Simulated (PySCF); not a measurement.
# Working out the ionisation energy of Al⁺

Al⁺ [Ne] 3s2 (1S) → Al²⁺ [Ne] 3s1 (2S). All numbers are calculated (PySCF 2.14, scalar relativity by spin-free X2C-1e, in ANO-RCC-VTZP (5s4p2d1f, 34 functions)). Frozen: 1s2. Energies in hartree (1 hartree = 27.21139 eV):

```
            part  Al⁺ (lower)  Al²⁺ (upper)
             UHF  -242.109624   -241.464558
CCSD correlation    -0.250000     -0.209117
             (T)    -0.001396     -0.000423
```

Q: What does Hartree-Fock give?

A: (-241.464558) − (-242.109624) = 0.645066 hartree = 17.553 eV.

Q: What do CCSD and CCSD(T) give?

A: The CCSD correlation energies differ by 0.040883 hartree = 1.112 eV and the triples by 0.000973 hartree = 0.026 eV, so CCSD gives 18.665 eV and CCSD(T) 18.691 eV.

Measured between the centres of the two terms (NIST): 18.829 eV, so CCSD(T) (valence and next inner shell) is off by -0.138 eV.

What remains against the reference includes basis incompleteness, the frozen core and higher excitations.
